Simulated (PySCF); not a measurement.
**Basis-set dependence of population analyses: `C1#[N+][AlH2-][CH2]CC1`**

Species: C₄H₈AlN.
Bonds: C1–N2 (triple), N2–Al3, Al3–C4, C4–C5, C5–C6, C1–C6. Hydrogens: H7, H8 on Al3; H9, H10 on C4; H11, H12 on C5; H13, H14 on C6.

PBE0 throughout (PySCF), one geometry, spherical d and f functions. One conformer (not necessarily the lowest) at the PBE0-D3(BJ)/def2-SVP geometry, without solvent, vibrations or thermal averaging. Atoms taken as equivalent share a column and are averaged. The first 7 of 10 kinds of atom are listed.

Mulliken charges (e):

| basis | functions | C1 | N2 | Al3 | C4 | C5 | C6 | H7/H8 |
| --- | --- | --- | --- | --- | --- | --- | --- | --- |
| STO-3G | 42 | +0.140 | -0.229 | +0.753 | -0.358 | -0.137 | -0.158 | -0.250 |
| 6-31G | 74 | +0.315 | -0.392 | +0.634 | -0.692 | -0.318 | -0.383 | -0.194 |
| pcSseg-0 | 74 | +0.205 | -0.465 | +1.002 | -0.990 | -0.503 | -0.386 | -0.264 |
| 6-31G* | 104 | +0.400 | -0.414 | +0.401 | -0.603 | -0.338 | -0.426 | -0.127 |
| cc-pVDZ | 128 | +0.108 | -0.197 | +0.293 | -0.273 | -0.072 | -0.017 | -0.129 |
| def2-SVP | 128 | -0.066 | -0.125 | +0.559 | -0.400 | -0.093 | +0.045 | -0.185 |
| aug-cc-pVDZ | 214 | +0.172 | -0.367 | -0.237 | +0.174 | +0.472 | +0.458 | +0.132 |
| 6-311+G(2d,p) | 218 | +0.281 | -0.284 | +0.657 | -0.812 | -0.246 | -0.300 | -0.154 |
| def2-TZVP | 240 | -0.043 | -0.046 | +0.330 | -0.483 | -0.192 | -0.116 | -0.134 |
| cc-pVTZ | 296 | +0.121 | -0.107 | +0.248 | -0.317 | -0.175 | -0.168 | -0.141 |
| IGLO-III | 299 | +0.220 | -0.365 | +0.877 | -0.648 | -0.199 | -0.197 | -0.287 |

IAO charges (e):

```
        basis  functions      C1      N2     Al3      C4      C5      C6   H7/H8
       STO-3G         42  +0.160  -0.160  +0.892  -0.607  -0.236  -0.284  -0.299
        6-31G         74  +0.222  -0.199  +0.539  -0.619  -0.235  -0.300  -0.186
     pcSseg-0         74  +0.229  -0.203  +0.568  -0.634  -0.242  -0.304  -0.195
       6-31G*        104  +0.237  -0.217  +0.610  -0.620  -0.221  -0.293  -0.210
      cc-pVDZ        128  +0.234  -0.212  +0.608  -0.620  -0.221  -0.294  -0.209
     def2-SVP        128  +0.236  -0.210  +0.628  -0.620  -0.216  -0.290  -0.219
  aug-cc-pVDZ        214  +0.238  -0.220  +0.617  -0.630  -0.227  -0.298  -0.211
6-311+G(2d,p)        218  +0.241  -0.223  +0.639  -0.639  -0.229  -0.300  -0.218
    def2-TZVP        240  +0.242  -0.223  +0.644  -0.640  -0.229  -0.300  -0.220
      cc-pVTZ        296  +0.241  -0.222  +0.635  -0.638  -0.229  -0.300  -0.217
     IGLO-III        299  +0.242  -0.224  +0.646  -0.641  -0.230  -0.301  -0.220
```

Hirshfeld charges (e):

```tsv
basis	functions	C1	N2	Al3	C4	C5	C6	H7/H8
STO-3G	42	+0.106	-0.138	+0.495	-0.188	-0.005	+0.029	-0.198
6-31G	74	+0.154	-0.137	+0.328	-0.218	-0.038	-0.012	-0.178
pcSseg-0	74	+0.160	-0.122	+0.346	-0.217	-0.039	-0.014	-0.187
6-31G*	104	+0.164	-0.138	+0.318	-0.217	-0.039	-0.013	-0.180
cc-pVDZ	128	+0.162	-0.129	+0.347	-0.220	-0.048	-0.024	-0.187
def2-SVP	128	+0.172	-0.130	+0.349	-0.225	-0.050	-0.027	-0.189
aug-cc-pVDZ	214	+0.158	-0.147	+0.380	-0.232	-0.064	-0.038	-0.186
6-311+G(2d,p)	218	+0.157	-0.151	+0.379	-0.227	-0.060	-0.034	-0.186
def2-TZVP	240	+0.162	-0.144	+0.365	-0.227	-0.059	-0.035	-0.186
cc-pVTZ	296	+0.165	-0.140	+0.361	-0.228	-0.058	-0.034	-0.187
IGLO-III	299	+0.161	-0.146	+0.370	-0.229	-0.063	-0.038	-0.184
```

ESP-fitted charges (e):

```tsv
basis	functions	C1	N2	Al3	C4	C5	C6	H7/H8
STO-3G	42	+0.396	-0.346	+0.619	-0.357	+0.024	-0.255	-0.243
6-31G	74	+0.444	-0.424	+0.694	-0.562	+0.133	-0.305	-0.282
pcSseg-0	74	+0.516	-0.477	+0.938	-0.773	+0.238	-0.442	-0.353
6-31G*	104	+0.398	-0.372	+0.610	-0.518	+0.078	-0.267	-0.262
cc-pVDZ	128	+0.365	-0.353	+0.608	-0.454	+0.081	-0.237	-0.266
def2-SVP	128	+0.401	-0.384	+0.691	-0.522	+0.132	-0.275	-0.288
aug-cc-pVDZ	214	+0.382	-0.376	+0.689	-0.487	+0.129	-0.284	-0.290
6-311+G(2d,p)	218	+0.379	-0.377	+0.689	-0.501	+0.124	-0.273	-0.289
def2-TZVP	240	+0.378	-0.372	+0.686	-0.486	+0.130	-0.272	-0.291
cc-pVTZ	296	+0.373	-0.366	+0.669	-0.470	+0.112	-0.263	-0.286
IGLO-III	299	+0.375	-0.372	+0.692	-0.486	+0.111	-0.268	-0.292
```

Q: Which scheme is steadiest as the basis changes?

A: Largest range over the bases for any column: Hirshfeld 0.18 e, IAO 0.35 e, ESP-fitted 0.42 e, Mulliken 1.24 e. Hirshfeld charges move least and Mulliken charges most, counted in e. Without the minimal STO-3G basis the ranges are Hirshfeld 0.06, IAO 0.11, ESP-fitted 0.33, Mulliken 1.24 e.

Q: How much do the charges still move between the two largest bases, cc-pVTZ and IGLO-III?

A: At most, over all atoms: Mulliken 0.628 e, IAO 0.011 e, Hirshfeld 0.009 e, ESP-fitted 0.022 e.

Q: What do the same runs give for the total energy, the frontier levels and the dipole moment?

A: 
| basis | energy (Eh) | HOMO (eV) | LUMO (eV) | μ (D) |
| --- | --- | --- | --- | --- |
| STO-3G | -448.5359 | -4.78 | 1.84 | 3.85 |
| 6-31G | -453.9290 | -7.19 | -0.91 | 5.27 |
| pcSseg-0 | -453.2741 | -7.55 | -1.22 | 5.38 |
| 6-31G* | -454.0069 | -7.08 | -0.83 | 5.27 |
| cc-pVDZ | -454.0364 | -7.16 | -0.90 | 5.24 |
| def2-SVP | -453.7960 | -7.22 | -1.00 | 5.25 |
| aug-cc-pVDZ | -454.0478 | -7.23 | -1.08 | 5.28 |
| 6-311+G(2d,p) | -454.0911 | -7.25 | -1.10 | 5.30 |
| def2-TZVP | -454.1099 | -7.23 | -1.04 | 5.31 |
| cc-pVTZ | -454.1069 | -7.21 | -1.01 | 5.30 |
| IGLO-III | -454.1152 | -7.24 | -1.07 | 5.29 |

The dipole is fixed by the density alone, so its range of 1.53 D shows that the density itself changes with the basis, not only its division among atoms.
